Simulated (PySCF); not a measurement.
C10H12O, SMILES c1cccc(c1)CCC(=O)C, GFN2-xTB optimised geometry.

```
23

C     -3.01    -3.52    -1.59
C     -1.51    -3.63    -1.51
O     -0.93    -4.68    -1.44
C     -0.78    -2.30    -1.50
C     -0.56    -1.86    -0.04
C      0.20    -0.57     0.00
C     -0.47     0.65    -0.01
C      0.23     1.84    -0.01
C      1.62     1.83     0.00
C      2.29     0.62     0.00
C      1.59    -0.57     0.00
H     -3.47    -4.48    -1.40
H     -3.28    -3.18    -2.59
H     -3.37    -2.78    -0.88
H      0.20    -2.43    -1.97
H     -1.34    -1.54    -2.03
H     -1.53    -1.74     0.45
H     -0.01    -2.64     0.49
H     -1.55     0.66    -0.01
H     -0.30     2.78    -0.01
H      2.17     2.76     0.00
H      3.37     0.61     0.00
H      2.12    -1.51     0.00
```

Density from PySCF with B3LYP/def2-SVP at that geometry.

Minimum of the electron density along straight lines between bonded atoms, close to the bond critical point (lines longer than 1.1 times the sum of covalent radii, or with two minima, are not listed):

```csv
bond,length / Å,ρ at the minimum / e bohr⁻³,∇²ρ there / e bohr⁻⁵,position (fraction from the first atom)
C1–C2,1.507,0.260,-0.63,0.49
C2–O3,1.204,0.413,0.48,0.33
C2–C4,1.514,0.259,-0.62,0.51
C4–C5,1.541,0.234,-0.51,0.50
C5–C6,1.502,0.257,-0.61,0.50
C6–C7,1.389,0.312,-0.80,0.50
C7–C8,1.384,0.315,-0.82,0.50
C8–C9,1.384,0.314,-0.82,0.50
C9–C10,1.385,0.314,-0.82,0.50
C6–C11,1.389,0.312,-0.80,0.50
C10–C11,1.383,0.315,-0.82,0.50
C1–H12,1.087,0.279,-1.05,0.64
C1–H13,1.089,0.273,-0.99,0.63
C1–H14,1.087,0.275,-1.00,0.62
C4–H15,1.091,0.278,-1.03,0.63
C4–H16,1.090,0.278,-1.01,0.62
C5–H17,1.092,0.277,-1.01,0.62
C5–H18,1.092,0.279,-1.03,0.63
C7–H19,1.081,0.283,-1.06,0.62
C8–H20,1.080,0.284,-1.08,0.63
C9–H21,1.080,0.284,-1.08,0.63
C10–H22,1.080,0.284,-1.08,0.63
C11–H23,1.081,0.283,-1.07,0.63
```
